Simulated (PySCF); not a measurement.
Molecule: SMILES F[BH] (HBF), doublet. Atoms near the plane z = 0.0 Å, at the B3LYP/def2-SVP optimised geometry (x, y, z in Å): B1 (-0.3, -0.6, 0.0), F2 (-0.9, 0.6, 0.0), H3 (0.9, -0.6, 0.0).

Method: unrestricted B3LYP/def2-TZVP in PySCF. Cells within 0.4 Å of a nucleus heavier than hydrogen are left out (blank, or x). The values are rescaled to run from 0 to 1.

```
|555555555555555555555555555|
|555555555555555555555555555|
|555555555555555555555555555|
|555555555555555555555555555|
|555555555555555555555555555|
|555555555555555555555555555|
|555555555555555555555555555|
|555555556665555555555555555|
|555555578887555555555555555|
|555555794x58655555555555555|
|55555586xxx8755555555555555|
|55555585xxx7755555555555555|
|55555578xx06655555555555555|
|555555678755555555555555555|
|55555556665xx94444555555555|
|55555555559xxx4310255555555|
|55555555548xxx4320355555555|
|555555555449x74444555555555|
|555555555444445555555555555|
|555555555444455555555555555|
|555555555555555555555555555|
|555555555555555555555555555|
|555555555555555555555555555|
|555555555555555555555555555|
|555555555555555555555555555|
|555555555555555555555555555|
|555555555555555555555555555|
```
Scale: ten equal steps from 0.000 (start of '0') to 1.00 (end of '9'), in the order '0123456789'; x runs from -3.00 to 3.00, y from -3.00 (bottom) to 3.00 (top).

Task: Which quantity is mapped?
(A) Laplacian of the electron density
(B) deformation density (molecule minus spherical neutral atoms)
(C) spin density
(D) log10 of the electron density

Result: A, Laplacian of the electron density. In full: Laplacian of the electron density (e/bohr⁵), clipped to [-1.50, 1.50].
